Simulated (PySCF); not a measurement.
# Spin-rotation constants: `F[C@]1(C)OCO[C@H]1C#N`, C5H6FNO2

Geometry (Å), atoms numbered from 1 in this order:
```xyz
15

C    -1.110   -1.360   -0.430
C    -0.414   -0.018   -0.511
F    -0.397    0.382   -1.849
O    -1.059    0.945    0.233
C    -0.084    1.885    0.606
O     1.081    1.156    0.869
C     1.071    0.051   -0.015
C     1.503   -1.148    0.675
N     1.842   -2.093    1.217
H    -0.582   -2.087   -1.042
H    -1.140   -1.697    0.601
H    -2.125   -1.242   -0.801
H     0.084    2.611   -0.211
H    -0.405    2.397    1.515
H     1.731    0.225   -0.880
```

Computed with GIAO BHandHLYP/pcSseg-1 magnetisability, rotational g tensor and spin-rotation constants, non-relativistic, gas phase in PySCF. Geometry: GFN2-xTB.

Question: Give the nuclear spin-rotation constants along the inertial axes (H = +C I·J) beside the isotropic shieldings.

Answer: Rotational constants 2.3680, 1.6337, 1.2146 GHz. A star marks the isotopologue with that one atom substituted, in its own axes.
| atom | isotope | Caa (kHz) | Cbb (kHz) | Ccc (kHz) | mean (kHz) | σ (ppm) |
| --- | --- | --- | --- | --- | --- | --- |
| F3 | 19F | 1.549 | 2.319 | 1.032 | 1.633 | 301.8 |
| N9 | 14N | 0.136 | 0.365 | 0.268 | 0.257 | -54.2 |
| H10 | 1H | -0.192 | -0.083 | -0.082 | -0.119 | 30.0 |
| H11 | 1H | -0.181 | -0.155 | -0.036 | -0.124 | 30.2 |
| H12 | 1H | -0.079 | -0.103 | -0.115 | -0.099 | 29.6 |
| H13 | 1H | -0.076 | -0.152 | -0.013 | -0.081 | 26.6 |
| H14 | 1H | -0.239 | -0.034 | -0.017 | -0.096 | 26.3 |
| H15 | 1H | -0.246 | -0.187 | 0.071 | -0.121 | 27.2 |
| C1 | 13C* | 0.377 | 0.237 | 0.182 | 0.265 | 161.8 |
| C2 | 13C* | 0.707 | 0.485 | 0.346 | 0.513 | 66.7 |
| O4 | 17O* | -0.237 | -0.328 | -0.248 | -0.271 | 190.7 |
| C5 | 13C* | 0.578 | 0.412 | 0.339 | 0.443 | 89.3 |
| O6 | 17O* | -0.229 | -0.126 | -0.213 | -0.189 | 254.2 |
| C7 | 13C* | 0.613 | 0.296 | 0.286 | 0.398 | 112.1 |
| C8 | 13C* | 0.097 | 0.708 | 0.507 | 0.437 | 65.3 |

For the geometry as given, no vibrational averaging.
